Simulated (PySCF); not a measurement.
A side-by-side comparison of computed properties.

First species: C3H8S2.
SMILES: `CSSCC`

Second species: 4-fluorostyrene, C8H7F.
SMILES: `C=CC1=CC=C(F)C=C1`

Levels: CAM-B3LYP/def2-SVPD for dipole moment, HOMO energy, LUMO energy, HOMO–LUMO gap, static isotropic polarisability and electronic spatial extent ⟨r²⟩ about the centre of nuclear charge; TDDFT CAM-B3LYP/def2-SVPD for lowest singlet excitation; TDA CAM-B3LYP/def2-SVPD for lowest triplet excitation (Tamm–Dancoff); GFN2-xTB for rotational constant A and rotational constant C. Geometries: GFN2-xTB. Each structure is a single optimised conformer of the isolated species, non-relativistic unless stated; the electronic structure was computed with PySCF and density fitting.

Dipoles, sizes and rotational constants follow the conformer. The torsions of the flexible species, by atom-mapped SMILES:
- `[CH3:1][CH2:2][S:3][S:4][CH3:5]`: C1–C2–S3–S4 -66°, C2–S3–S4–C5 -90°
- `[CH2:1]=[CH:2][c:3]1[cH:4][cH:5][c:6]([F:7])[cH:8][cH:9]1`: C1–C2–C3–C4 180°

```
                                                         property    column X   column Y
                                                    dipole moment      1.52 D     2.09 D
                                                      HOMO energy    -7.81 eV   -8.10 eV
                                                      LUMO energy    -0.14 eV    0.64 eV
                                                    HOMO–LUMO gap     7.67 eV    8.74 eV
                                        lowest singlet excitation     4.95 eV    5.07 eV
                         lowest triplet excitation (Tamm–Dancoff)     3.24 eV    4.39 eV
                                  static isotropic polarisability     95.3 au    80.4 au
electronic spatial extent ⟨r²⟩ about the centre of nuclear charge  1316 bohr²  799 bohr²
                                            rotational constant A   5.105 GHz  5.263 GHz
                                            rotational constant C   0.823 GHz  1.733 GHz
```

Q: Which column belongs to which species?

A: Column X is the second species and column Y the first. The first has 13 atoms and 58 electrons, the second 16 and 64.

Q: How does each property change from the first species to the second?

A: dipole moment -0.57 D; HOMO energy +0.29 eV; LUMO energy -0.78 eV; HOMO–LUMO gap -1.07 eV; lowest singlet excitation -0.12 eV; lowest triplet excitation (Tamm–Dancoff) -1.15 eV; static isotropic polarisability +14.9 au; electronic spatial extent ⟨r²⟩ about the centre of nuclear charge +517 bohr²; rotational constant A -0.158 GHz; rotational constant C -0.910 GHz.

On the first: The principal polarisabilities are 70.3, 72.9 and 98.0 au; their mean is the isotropic value. S1 lies 3.67 eV below the HOMO–LUMO gap.

On the second: The dipole equals about 5.1 × 10⁻³⁰ C·m (1 D = 3.33564 × 10⁻³⁰ C·m). The polarisability is 14.12 Å³ as a volume (1 au = 0.148185 Å³), or 1.49 au for each of the 64 electrons.
